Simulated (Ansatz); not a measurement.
Consider the isomerisation: `C[O][GeH2][SeH]` → `[CH3][GeH]([OH])[SeH]`.

Isolated molecules relaxed with PBE0-D4/def2-TZVP in Ansatz; ΔE leaves out vibrations. CBS: MP2 limit from def2 TZ/QZ plus the TZ coupled-cluster correction, frozen cores. DFT in def2-TZVPP. B3LYP here is the variant with VWN-RPA as its local correlation; programs differ in this. For Ge, Se outer-core shells are correlated without core-valence functions, which leaves a few kJ/mol of doubt a bond. Scalar relativity is left out up to krypton. One conformer a species, not always the lowest.

(1) Is it downhill or uphill in electronic energy at CCSD(T)/CBS, and by how much? (Best estimate.)

(2) What do these levels give: r2SCAN-D4, ωB97X-V, B3LYP, MP2/def2-TZVPP, HF/def2-QZVPP, SCS-MP2/def2-QZVPP? (Best estimate.)

Largest T1 diagnostic among the species: 0.011.

Answers

(1) Ansatz gave: Downhill: ΔE = -99.4 kJ/mol.

(2) Computed: r2SCAN-D4 -95.2, ωB97X-V -90.5, B3LYP -88.8, MP2/def2-TZVPP -104.6, HF/def2-QZVPP -84.1, SCS-MP2/def2-QZVPP -98.6 kJ/mol.

In def2-TZVPP, CCSD(T) changes the Hartree–Fock value by −11.9 kJ/mol (the triples alone add −0.6 kJ/mol) and MP2 by −19.7 kJ/mol.
